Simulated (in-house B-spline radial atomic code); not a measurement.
Results of a calculation; reference values are marked as such.
**What the choice of pseudopotential does to G0W0 on PBE: Eu²⁺**

All numbers come from a B-spline radial code for spherical atoms, non-relativistic (model numbers for so heavy an element), configuration [Xe] 4f7, open shells at high spin. Semilocal Troullier-Martins pseudo-atoms, one channel per l, are made with PBE or LDA for several valence sets and radii, with or without a model core, and set against the all-electron atom. One channel fits only the lowest state of its l, so a second state of that l is approximate. All electrons give 4f up: PBE -20.841 eV, G0W0 -28.700 eV, 5p down: PBE -34.78 eV, G0W0 -40.96 eV. Potentials are made in the ion's own configuration unless the neutral atom is named, and a smooth local potential serves every l without a channel. Potentials that miss their own reference levels by more than 6 millihartree, or need radii over 3.5 bohr, are left out. Columns give pseudo minus all-electron, in eV; a dash marks a level in the core or of low weight.

| valence | made with | radii (bohr) | model core (bohr) | 4f up PBE | 4f up G0W0 | 5p down PBE | 5p down G0W0 |
| --- | --- | --- | --- | --- | --- | --- | --- |
| 5p 4f | PBE, neutral atom | s 3.12 p 1.15 d 1.67 f 1.59 | none | -1.64 | +4.90 | +0.80 | +1.74 |
| 5p 4f | PBE | s 3.40 p 1.65 d 2.27 f 2.28 | none | -1.92 | +3.39 | +1.12 | +1.97 |
| 5p 4f | PBE | s 3.40 p 1.87 d 2.57 f 2.58 | none | -1.86 | +3.12 | +1.34 | +2.12 |
| 5p 4f | PBE, neutral atom | s 3.12 p 1.15 d 1.67 f 1.59 | 0.96 | -0.09 | +6.60 | +0.20 | +1.08 |
| 5p 4f | PBE, neutral atom | s 3.40 p 1.65 d 2.40 f 2.28 | 0.96 | -0.60 | +4.81 | +0.72 | +1.53 |
| 5s 5p 4f | PBE, neutral atom | s 1.19 p 1.29 d 1.88 f 1.78 | none | -2.10 | +4.02 | +0.46 | +0.67 |
| 5s 5p 4f | PBE, neutral atom | s 1.52 p 1.65 d 2.40 f 2.28 | none | -1.98 | +3.34 | +0.74 | +0.93 |
| 5s 5p 4f | PBE, neutral atom | s 1.32 p 1.44 d 2.09 f 1.98 | 0.92 | -0.81 | +5.04 | +0.28 | +0.48 |
| 5s 5p 4f | PBE, neutral atom | s 1.72 p 1.87 d 2.72 f 2.58 | 0.92 | -1.27 | +3.78 | +0.59 | +0.69 |
| 4d 5s 5p 4f | PBE, neutral atom | s 1.32 p 1.44 d 0.57 f 1.98 | none | -1.12 | +1.70 | +0.39 | -0.36 |
| 4d 5s 5p 4f | PBE, neutral atom | s 1.72 p 1.87 d 0.74 f 2.58 | none | -1.47 | +1.61 | +0.68 | -0.12 |
| 4d 5s 5p 4f | PBE, neutral atom | s 1.19 p 1.29 d 0.51 f 1.78 | 0.40 | -0.73 | +2.09 | +0.11 | -0.69 |
| 4d 5s 5p 4f | PBE, neutral atom | s 1.32 p 1.44 d 0.57 f 1.98 | 0.40 | -0.83 | +2.03 | +0.29 | -0.47 |
| 4d 5s 5p 4f | PBE | s 1.52 p 1.65 d 0.66 f 2.28 | 0.40 | -0.91 | +2.06 | +0.57 | -0.18 |

Task: How does the G0W0 shift of 4f up, which all sets hold, depend on the valence set?

Result: Mean size: 4d 5s 5p 4f: 1.90 eV; 5s 5p 4f: 4.05 eV; 5p 4f: 4.56 eV. The means mix radii and the functional used in making the potentials.
